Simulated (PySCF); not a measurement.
C₆H₉BO₂.
Geometry (PBE0-D3(BJ)/def2-SVP, Å), atoms numbered from 1 in this order:
```
atom  x, y, z in Å
B1     5.4094    0.5745   -0.4343
O2     4.5856   -0.2544    0.5606
C3     3.3320   -0.1464    0.6955
C4     2.5119    0.7106   -0.0435
C5     1.0446    0.7606    0.1921
C6     0.2567    2.0364    0.0658
C7     0.0596    0.9384   -0.9321
C8     3.1758    1.4763   -1.0073
O9     4.4226    1.4491   -1.2231
H10    5.9534   -0.1860   -1.2129
H11    6.1513    1.3073    0.1951
H12    2.8866   -0.7998    1.4631
H13    0.7259    0.0877    0.9948
H14   -0.5338    2.2310    0.7952
H15    0.7970    2.9343   -0.2500
H16   -0.8691    0.3627   -0.9018
H17    0.4632    1.0737   -1.9403
H18    2.6135    2.1673   -1.6554
```

Linear response at CAM-B3LYP/def2-SVPD (PySCF, frozen core in the response, non-relativistic). The structure is a single PBE0-D3(BJ)/def2-SVP conformer in the gas phase; no vibrational or solvent corrections.

Static isotropic polarisability: 90.88 au (13.47 Å³), principal values 69.6, 88.2, 114.8 au.

(1) What is the polarisability at 1064 nm and at the sodium D line?

(2) What is the isotropic C6 coefficient between two such molecules, C6 = (3/π)∫α(iω)² dω?

(3) Which effective excitation energy ω̄ makes London's formula C6 = (3/4)α²ω̄ exact here?

(4) How many electrons N does the Slater–Kirkwood formula C6 = (3/4)·√N·α^(3/2) need to give this C6?

(5) What n − 1 at the D line would an ideal gas of it have at 273.15 K and 1 atm (2.6868 × 10¹⁹ cm⁻³), by n − 1 = 2π·N·α′?

(6) The lowest 10 singlets have (eV, f): 3.35, 0.039; 4.85, 0.002; 5.60, 0.053; 6.18, 0.028; 6.42, 0.000; 6.59, 0.003; 6.69, 0.000; 6.84, 0.002; 6.99, 0.001; 7.06, 0.189. What share of the static polarisability do they carry in the sum over states α = Σ f/ω²?

Answers

(1) 92.03 au at 1064 nm (+1.3 %), 95.27 au at 589.3 nm (+4.8 %). The rise at 589.3 nm is 3.81 times that at 1064 nm; a pure ω² law gives 3.26. The lowest singlet lies at 370 nm, shorter than both wavelengths.

(2) 3323 au (Eh·bohr⁶) by a ten-point quadrature over imaginary frequencies, which is 1990 eV·Å⁶ or 192 J·nm⁶/mol.

(3) ω̄ = 4·C6/(3α²) = 0.536 Eh = 14.6 eV. A one-pole form α(ω) = α/(1 − ω²/ω̄²) fitted to the 1064 nm value gives 10.4 eV. London's choice of the ionisation energy (8.45 eV, ΔSCF at the same level) gives C6 = 1920 au, 42 % too low.

(4) N = (4·C6/3)²/α³ = 26.2; the species has 66 electrons in all.

(5) 23.83 × 10⁻⁴, a formal value whether or not that pressure can be reached.

(6) 7.31 au, 8.0 % of α; the largest term, 2.81 au, is that of the state at 7.06 eV. Their oscillator strengths add up to 0.32. Higher states carry the rest.
